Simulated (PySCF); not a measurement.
ScF3, SMILES [F][Sc]([F])[F].

Geometry optimised at B3LYP-D3(BJ)/def2-SVP. The isomer is the one that the SMILES or the coordinates give; other isomers of the formula were not compared.

Two levels are set side by side: TDA-PBE/def2-SVPD (PySCF) and TDA-ωB97X/def2-SVPD (PySCF). Vertical, same geometry. The lowest singlet is HOMO→LUMO 100 % with PBE and HOMO→LUMO 93 % with the other functional; states are paired by order. Differences are taken from unrounded values.

```json
[
 {"quantity": "lowest singlet excitation (eV)", "TDA-ωB97X": "7.58"},
 {"quantity": "lowest triplet excitation (TDA) (eV)", "TDA-ωB97X": "7.58"}
]
```

Question: What does TDA-PBE give, and how far is it from TDA-ωB97X? (Estimate from the structure and the level; the computed values follow.)

Answer: 
```csv
quantity,TDA-PBE,TDA-PBE minus TDA-ωB97X
lowest singlet excitation (eV),5.77,-1.81
lowest triplet excitation (TDA) (eV),5.76,-1.82
```

Functionals without exact exchange tend to place singlet excitations lower, as here. Differences between two approximate levels are no errors against the true value.

Rough cost on one machine, each run with all the roots and properties that it gave: TDA-ωB97X against TDA-PBE about 5 times.
